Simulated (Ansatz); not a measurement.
Input file for Ansatz (an electronic-structure program): U-CCSD(T)/def2-TZVPP on CdH4Si (SMILES [SiH3][CdH]), a point of a bond scan (R = 1.338 Å). Elements past Kr take the def2 small-core potentials; no spin–orbit coupling.

Ansatz 0.2 input:
```yaml
crystal:
  periodic: [false, false, false]
  atoms:
    - {symbol: Cd, position_ang: [-0.56643322, -0.31054170, -0.07977578]}
    - {symbol: H, position_ang: [-2.04529859, -1.12131577, -0.28805742]}
    - {symbol: Si, position_ang: [1.63488208, 0.89630877, 0.23025485]}
    - {symbol: H, position_ang: [2.18771105, 0.62405065, 1.41801765]}
    - {symbol: H, position_ang: [1.47089364, 2.37203423, 0.15366084]}
    - {symbol: H, position_ang: [2.62571392, 0.51316070, -0.80992508]}
basis:
  gaussian:
    orbitals: def2-TZVPP
correlation: {method: ccsd_t, electrons: outside_noble_gas}
scf: {omitted_lower_state_checks: [cluster_reference]}
magnetization: {spin_polarized: true, initial_magnetization: 0}
```

The log:

```
WARN ansatz: RAYON_NUM_THREADS=1 ignored (pool sized by the plan → 1); use --threads N
Functional definition: HF
these checks for a lower state are left out or cut short: cluster_reference
integrals: 0.62 GiB planned
934 factors; integrals over basis functions are off by at most 1.2e-3 eV
mean field: 0.51 GiB planned
mean field evaluation 1: about -12464.5386 eV, gradient 1.0e1 eV
mean field evaluation 2: about -12464.5406 eV, gradient 1.0e1 eV
mean field evaluation 4: about -12465.5513 eV, gradient 2.0e0 eV
mean field evaluation 8: about -12465.5781 eV, gradient 9.6e-4 eV
mean field -12465.57814555 eV, -458.1015473767 hartree, gradient 6.0e-6 eV, S^2 0.000000; 0 other end points of the search recorded, 0 dependent functions left out
9 core orbitals not correlated
reference -12465.57814555 eV, -458.1015473767 hartree; 10, 10 occupied and 135, 135 virtual orbitals, 934 factors
second order -16.14358962 eV of doubles, -0.00000000 eV of singles
coupled cluster: 1.58 GiB planned
cycle   1  -15.62880150 eV  change    5.1e-1 eV  update   8.8e-2
cycle   2  -16.04921816 eV  change   -4.2e-1 eV  update   2.6e-2
cycle   3  -16.10026692 eV  change   -5.1e-2 eV  update   1.3e-2
cycle   4  -16.08652342 eV  change    1.4e-2 eV  update   3.7e-3
cycle   5  -16.08741851 eV  change   -9.0e-4 eV  update   1.3e-3
cycle   6  -16.08745558 eV  change   -3.7e-5 eV  update   3.0e-4
cycle   7  -16.08724547 eV  change    2.1e-4 eV  update   8.8e-5
cycle   8  -16.08726992 eV  change   -2.4e-5 eV  update   2.6e-5
cycle   9  -16.08729522 eV  change   -2.5e-5 eV  update   8.0e-6
cycle  10  -16.08729081 eV  change    4.4e-6 eV  update   2.6e-6
perturbative correction -0.53210474 eV, -0.0195544885 hartree
Total energy: -12482.19754110 eV, -458.7122988982 hartree
Checks for a lower state left out: cluster_reference
```

The calculation finished and met its thresholds.

Cost: very roughly 60 core-seconds.
